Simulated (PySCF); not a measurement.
Isomers of C5H9BNP. Level of theory: PBE0-D3(BJ)/def2-SVP geometry optimisation, gas phase (PySCF 2.14.0). One conformer each; no zero-point energy, no entropy. No frequencies were run at this level. Point groups hold within 0.08 Å.

Task: Rank from lowest to highest electronic energy at this level (kJ/mol).
A. `[PH3+:1][BH2-:2][c:3]1[cH:4][cH:5][cH:6][cH:7][n:8]1` with P1–B2–C3–C4 180°
B. `[PH3+:1][BH2-:2][c:3]1[cH:4][cH:5][n:6][cH:7][cH:8]1` with P1–B2–C3–C4 89°

Result: A (0.0), B (17.7).

```tsv
SMILES	E (Eh)	E rel (kJ/mol)	dipole (D)	point group	A, B, C (MHz)
[PH3+][BH2-]c1ccccn1	-616.13845	0.0	2.28	Cs	4258, 1069, 867.7
[PH3+][BH2-]c1ccncc1	-616.13169	17.7	5.67	Cs	3933, 947.7, 872.9
```

Task: How do the relative energies change in single points at CAM-B3LYP/def2-SVPD (no added dispersion term) on the same geometries?

Result: 
```tsv
SMILES	PBE0-D3(BJ)/def2-SVP (kJ/mol)	CAM-B3LYP/def2-SVPD (kJ/mol)	shift
[PH3+][BH2-]c1ccccn1	0.0	0.0	0.0
[PH3+][BH2-]c1ccncc1	17.7	17.1	-0.6
```

Each column counts from its own lowest isomer. The order is unchanged; the largest shift is 0.6 kJ/mol.

Task: As an exercise, what shares would exp(−E/RT) give at 2000 K from these electronic energies alone (no entropy, no degeneracies)?

Result: RT = 16.629 kJ/mol: [PH3+][BH2-]c1ccccn1 74.4 %, [PH3+][BH2-]c1ccncc1 25.6 %.
